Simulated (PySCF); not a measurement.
Spin-rotation constants: `InChI=1S/C7H8O2/c1-4-6(2)7(5-8)9-3/h1,5H,2-3H3/b7-6-`

Molfile (atoms numbered from 1):
```
C7H8O2
     RDKit          3D

 17 16  0  0  0  0  0  0  0  0999 V2000
   -1.4356    2.6272   -0.3676 C   0  0  0  0  0  0  0  0  0  0  0  0
   -1.1924    1.4752   -0.1226 C   0  0  0  0  0  0  0  0  0  0  0  0
   -0.9541    0.1117    0.1378 C   0  0  0  0  0  0  0  0  0  0  0  0
   -2.0803   -0.8273   -0.1390 C   0  0  0  0  0  0  0  0  0  0  0  0
    0.2553   -0.2791    0.6322 C   0  0  0  0  0  0  0  0  0  0  0  0
    0.5406   -1.6558    1.0069 C   0  0  0  0  0  0  0  0  0  0  0  0
   -0.1505   -2.6209    0.7685 O   0  0  0  0  0  0  0  0  0  0  0  0
    1.1878    0.6953    0.9222 O   0  0  0  0  0  0  0  0  0  0  0  0
    2.5007    0.4841    0.4462 C   0  0  0  0  0  0  0  0  0  0  0  0
   -1.6337    3.6370   -0.5736 H   0  0  0  0  0  0  0  0  0  0  0  0
   -1.8309   -1.4652   -0.9864 H   0  0  0  0  0  0  0  0  0  0  0  0
   -2.2457   -1.4896    0.7089 H   0  0  0  0  0  0  0  0  0  0  0  0
   -2.9892   -0.2743   -0.3624 H   0  0  0  0  0  0  0  0  0  0  0  0
    1.4734   -1.7683    1.5925 H   0  0  0  0  0  0  0  0  0  0  0  0
    3.0495    1.3901    0.6966 H   0  0  0  0  0  0  0  0  0  0  0  0
    2.9900   -0.3719    0.9192 H   0  0  0  0  0  0  0  0  0  0  0  0
    2.5078    0.3438   -0.6396 H   0  0  0  0  0  0  0  0  0  0  0  0
  1  2  3  0
  2  3  1  0
  3  4  1  0
  3  5  2  0
  5  6  1  0
  6  7  2  0
  5  8  1  0
  8  9  1  0
  1 10  1  0
  4 11  1  0
  4 12  1  0
  4 13  1  0
  6 14  1  0
  9 15  1  0
  9 16  1  0
  9 17  1  0
M  END
```

Level of theory: GIAO PW91/STO-3G magnetisability, rotational g tensor and spin-rotation constants, non-relativistic, gas phase (PySCF). Geometry: GFN2-xTB.

Task: Give the nuclear spin-rotation constants along the inertial axes (H = +C I·J) beside the isotropic shieldings.

Result: Rotational constants 1.9754, 1.5138, 0.8859 GHz. A star marks the isotopologue with that one atom substituted, in its own axes.
```csv
atom,isotope,Caa (kHz),Cbb (kHz),Ccc (kHz),mean (kHz),σ (ppm)
H10,1H,0.054,-0.153,-0.100,-0.067,29.1
H11,1H,-0.184,-0.148,-0.009,-0.114,31.3
H12,1H,-0.127,-0.127,-0.050,-0.101,31.4
H13,1H,-0.024,-0.116,-0.098,-0.079,31.2
H14,1H,-0.002,0.049,-0.069,-0.007,22.9
H15,1H,-0.174,0.013,-0.090,-0.084,29.7
H16,1H,0.054,-0.144,-0.097,-0.062,29.6
H17,1H,-0.220,-0.149,0.017,-0.118,30.4
C1,13C*,0.280,0.259,0.166,0.235,148.6
C2,13C*,0.058,0.295,0.183,0.179,164.3
C3,13C*,0.458,0.369,0.059,0.295,139.7
C4,13C*,0.173,0.101,0.063,0.112,208.6
C5,13C*,0.621,0.408,0.095,0.375,106.9
C6,13C*,0.658,0.349,0.112,0.373,106.2
O7,17O*,-1.199,-1.556,-0.020,-0.925,-287.2
O8,17O*,-0.215,-0.203,-0.011,-0.143,285.9
C9,13C*,0.254,0.155,0.100,0.170,181.1
```
For the geometry as given, no vibrational averaging.
